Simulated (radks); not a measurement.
Spherical quantum dot in the effective-mass picture: electrons in a hard-walled sphere of radius 2.49, with a point charge +2 (a donor) at the centre, all in effective atomic units (hartree* = m*/eps^2 hartree, bohr* = eps/m* bohr), one dielectric constant everywhere. Calculated with a radial shooting solver with Libxc functionals: non-relativistic Kohn-Sham, PBEsol, spin-polarised, spherical densities. Levels are named by radial order and angular momentum (1s, 1p, 1d, 2s, ...), and open shells are averaged over m. Results are scaled to m* = 0.495 and eps = 14, for which hartree* = 68.72 meV and bohr* = 1.497 nm.

N = 12, configuration 1s2 1p6 1d(up 2, down 0) 2s2. This is the lowest configuration that the search found. Occupied and some empty levels:

| level | occupation | eigenvalue (meV) | <r> (nm) |
|---|---|---|---|
| 1s up | 1 | 397.23 | 1.818 |
| 1s down | 1 | 400.08 | 1.789 |
| 1p up | 3 | 454.18 | 2.358 |
| 1p down | 3 | 458.55 | 2.352 |
| 2s up | 1 | 513.83 | 1.699 |
| 2s down | 1 | 516.16 | 1.720 |
| 1d up | 2 | 516.86 | 2.526 |
| 1d down | 0 | 521.59 | 2.524 |
| 1f up | 0 | 595.46 | 2.639 |
| 1f down | 0 | 600.35 | 2.638 |
| 2p up | 0 | 672.99 | 1.917 |
| 2p down | 0 | 675.51 | 1.917 |
| 1g up | 0 | 689.50 | 2.725 |
| 1g down | 0 | 694.47 | 2.725 |

Energy (meV): total 2725.74, kinetic 1691.3, external -1512.0, Hartree 3017.3, exchange-correlation -470.83.
